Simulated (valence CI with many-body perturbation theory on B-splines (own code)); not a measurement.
## Er⁵⁴⁺ in brief

Method: configuration interaction combined with many-body perturbation theory (CI+MBPT): four valence electrons over a frozen Dirac-Fock core [Ne], a basis of 9 s, 9 p, 8 d, 6 f, 3 g, 1 h functions for each j, with the one-electron correlation potential Σ1, the two-electron term Σ2, the three-electron term Σ3, Breit, model QED; selected CI, second order for the rest, scaled by the run's own slope (own B-spline code, finite nucleus).

No measured spectrum was set against this ion. As an estimate, large intervals hold to a few tenths of a per cent, small ones and those within an open d or f shell to about a per cent.

Levels are named by their leading jj configuration (3d3/2^4 stands for four electrons in 3d with j = 3/2), which in mixed levels can hold well under half, so a name can repeat and another be missing.

Rates and lifetimes use the calculated energies. Strong lines usually hold to 10 to 20 %, long lifetimes can be off by a factor of two.

What is the ground level?

(3s^2 3p1/2^2) J=0, composition 69 % 3s2 3p2 3P + 30 % 3s2 3p2 1S.

What are the static dipole polarisabilities of the lowest levels?

(3s^2 3p1/2^2) J=0 0.00366 bohr³, of which the core gives 6.58e-05.

Name the longest-lived excited levels whose lifetime is computed, and their main decay.

(3s^2 3p1/2 3p3/2) J=2 at 17.530 Ry lives 1.09 μs, mostly by E2 to (3s^2 3p1/2^2) J=0; (3s^2 3p1/2 3p3/2) J=1 at 16.906 Ry lives 12.7 ns, mostly by M1 to (3s^2 3p1/2^2) J=0; (3s^2 3p3/2 3d5/2) J=4 at 53.229 Ry lives 10.4 ns, mostly by M1 to (3s^2 3p1/2 3d5/2) J=3.

What is the ionisation energy?

5331.3 eV; NIST lists 5329 ± 5 eV (theoretical).

Where does the other parity begin?

At (3s 3p1/2^2 3p3/2) J=2, 27.712 Ry.
